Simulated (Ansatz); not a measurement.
GeO, triplet, geometry from GFN2-xTB (the spin is typed, not shown lowest); B3LYP/6-31G* in Ansatz (an electronic-structure program).

The Ansatz input:
Ansatz 0.2 input:
```yaml
crystal:
  periodic: [false, false, false]
  atoms:
    - {symbol: Ge, position_ang: [-0.00000000, -0.00000000, -0.33477338]}
    - {symbol: O, position_ang: [0.00000000, 0.00000000, 1.33909353]}
basis:
  gaussian:
    orbitals: 6-31G*
hamiltonian:
  xc: b3lyp
magnetization: {spin_polarized: true, initial_magnetization: 2}
```

### Question
Predict the main parts of the log of this Ansatz run.

### Answer

```
Functional definition: B3LYP
435 factors; integrals over basis functions are off by at most 9.6e-4 eV
mean field evaluation 1: about -58547.5040 eV, gradient 4.2e1 eV
mean field evaluation 2: about -58410.3865 eV, gradient 1.3e2 eV
mean field evaluation 4: about -58554.5812 eV, gradient 8.4e0 eV
mean field evaluation 8: about -58554.8906 eV, gradient 2.8e-1 eV
mean field evaluation 16: about -58554.8969 eV, gradient 5.8e-4 eV
mean field evaluation 32: about -58555.0362 eV, gradient 1.5e-2 eV
mean field evaluation 64: about -58554.9149 eV, gradient 8.3e-1 eV
mean field -58555.03618984 eV, -2151.8578899477 hartree, gradient 3.5e-6 eV, S^2 2.005519; 5 other end points of the search recorded, 0 dependent functions left out
reference -58555.03635979 eV, -2151.8578961930 hartree; 21, 19 occupied and 29, 31 virtual orbitals, 435 factors
Total energy: -58555.03635979 eV, -2151.8578961930 hartree
```
